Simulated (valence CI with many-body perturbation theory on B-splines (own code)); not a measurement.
Hyperfine factors and g values of In XXXVII

Computed by relativistic CI+MBPT: three valence electrons over a frozen Dirac-Fock core [Ne], a basis of 11 s, 11 p, 10 d, 8 f, 5 g, 2 h functions for each j, with the one-electron correlation potential Σ1 (screened to all orders), the two-electron term Σ2, the three-electron term Σ3, Breit, model QED; selected single and double excitations, second order for the rest, scaled by the run's own slope (own B-spline code, finite nucleus).

The last digits are not significant, and no measured levels were compared; by estimate large intervals hold to a few tenths of a per cent, small ones and those within an open d or f shell to about a per cent.

A/g_I is the dipole constant over the nuclear g factor μ/I (μ in nuclear magnetons, uniformly magnetised nucleus), B/Q the quadrupole constant per barn. Both hold the static response of the core; the bare values leave it out. Large factors of s and p1/2 electrons are usually good to 5 to 10 %; those of open d and f shells near neutrality can be off by tens of per cent, and small factors of p3/2, d and f electrons come from cancelling terms and can be off by a factor of two or in sign, in half-filled shells by more. B is blank for J = 1/2, where it vanishes, and for nearly pure S terms. Energies count from the lowest level.

Levels are named by their leading jj configuration (3d3/2^4 stands for four electrons in 3d with j = 3/2), which in mixed levels can hold well under half, so a name can repeat and another be missing. Letters in brackets count levels of one name in rising energy.

```csv
Level,E (eV),g,A/g_I (MHz),A/g_I bare,B/Q (MHz/b),B/Q bare
(3s^2 3p1/2) J=1/2,0.00,0.659,316000,307000,,
(3s^2 3p3/2) J=3/2,52.37,1.329,52500,52300,97000,95100
(3s 3p1/2^2) J=1/2,86.66,2.384,888000,864000,,
(3s 3p1/2 3p3/2) J=3/2 [a],124.95,1.683,250000,245000,78600,77000
(3s 3p1/2 3p3/2) J=5/2,134.40,1.401,283000,276000,34600,34000
(3s 3p1/2 3p3/2) J=3/2 [b],148.15,0.907,3920,5000,82000,80500
(3s 3p1/2 3p3/2) J=1/2,156.64,1.155,-190000,-183000,,
(3s 3p3/2^2) J=5/2,179.49,1.363,184000,180000,28500,28200
(3s^2 3d3/2) J=3/2,188.68,0.877,11100,12400,3350,4140
(3s^2 3d5/2) J=5/2,205.02,1.221,83300,82100,55700,55500
(3s 3p3/2^2) J=1/2,209.42,1.782,973000,944000,,
(3s 3p3/2^2) J=3/2,214.32,1.180,-118000,-112000,-30700,-30100
(3p1/2^2 3p3/2) J=3/2,238.32,1.245,33600,34900,80200,78800
(3s 3p1/2 3d3/2) J=3/2 [a],251.81,0.520,-81700,-78400,26700,26900
(3s 3p1/2 3d3/2) J=5/2,257.35,1.066,234000,228000,-8170,-7140
(3s 3p1/2 3d5/2) J=5/2 [a],270.39,1.268,62900,62700,-1960,-829
(3s 3p1/2 3d3/2) J=1/2,272.99,0.320,-366000,-354000,,
(3s 3p1/2 3d3/2) J=3/2 [b],273.28,1.337,165000,162000,16400,16300
(3s 3p1/2 3d5/2) J=7/2,275.40,1.258,181000,177000,-3030,-1670
(3p1/2 3p3/2^2) J=3/2 [a],276.54,1.376,-69700,-64600,-21000,-20200
(3s 3p1/2 3d5/2) J=5/2 [b],279.84,1.282,112000,110000,14400,14700
(3p1/2 3p3/2^2) J=5/2,296.38,0.989,67400,66400,66300,65700
(3p1/2 3p3/2^2) J=1/2,299.37,0.661,292000,282000,,
(3p1/2 3p3/2^2) J=3/2 [b],303.75,1.070,-47700,-44800,35700,35500
(3s 3p3/2 3d5/2) J=9/2,312.90,1.329,135000,132000,119000,118000
(3s 3p3/2 3d3/2) J=5/2 [a],313.90,1.303,144000,142000,10300,9760
(3s 3p3/2 3d3/2) J=3/2 [a],313.96,1.406,201000,197000,-13200,-13500
(3s 3p3/2 3d3/2) J=1/2 [a],314.49,2.369,505000,494000,,
(3s 3p3/2 3d3/2) J=7/2,315.15,1.342,160000,157000,38300,37900
(3s 3p3/2 3d5/2) J=3/2 [a],325.02,1.246,-61100,-57000,-45500,-44500
(3s 3p3/2 3d5/2) J=5/2 [a],327.75,1.319,200000,196000,-46500,-45300
(3s 3p3/2 3d3/2) J=3/2 [b],333.91,1.046,9540,11000,-56200,-54900
(3s 3p3/2 3d5/2) J=7/2 [a],337.21,1.153,42600,42800,113000,112000
(3s 3p3/2 3d3/2) J=5/2 [b],344.49,0.921,-44500,-41600,78900,78300
(3s 3p3/2 3d3/2) J=1/2 [b],345.77,0.621,-79000,-75400,,
(3s 3p3/2 3d5/2) J=7/2 [b],347.32,1.180,70100,69400,83400,83000
(3s 3p3/2 3d5/2) J=1/2,353.96,0.668,-66200,-63800,,
(3s 3p3/2 3d5/2) J=3/2 [b],358.67,1.298,227000,221000,29200,29200
(3s 3p3/2 3d5/2) J=5/2 [b],360.14,1.129,-71100,-67100,-38100,-36600
(3p1/2^2 3d3/2) J=3/2,362.47,0.733,31000,30600,12900,13700
```

(1) Take the isotope of mass number 113, with I = 9/2, μ = 5.5208 μN and Q = 0.761 b. What is the hyperfine structure of (3s 3p1/2^2) J=1/2?

Answers

(1) From the table A = 1090000 MHz. Shifts from the centre of gravity in MHz: F = 4: -3000000, F = 5: 2450000.
